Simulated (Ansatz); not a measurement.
Species: C3H5, SMILES `[CH2]C=C` (H–C–C–C torsion 0°) (charge 0, multiplicity 2), formula C3H5.

Task: How many basis functions does frozen-core CCSD(T)/cc-pVTZ // PBE0-D4/def2-TZVP (Ansatz, a quantum-chemistry and plane-wave program) use, how many core orbitals are frozen, and how many electrons are correlated?

Result: 160 basis functions and 3 frozen orbitals, which leaves 17 correlated electrons. Core time is of the order of minutes.
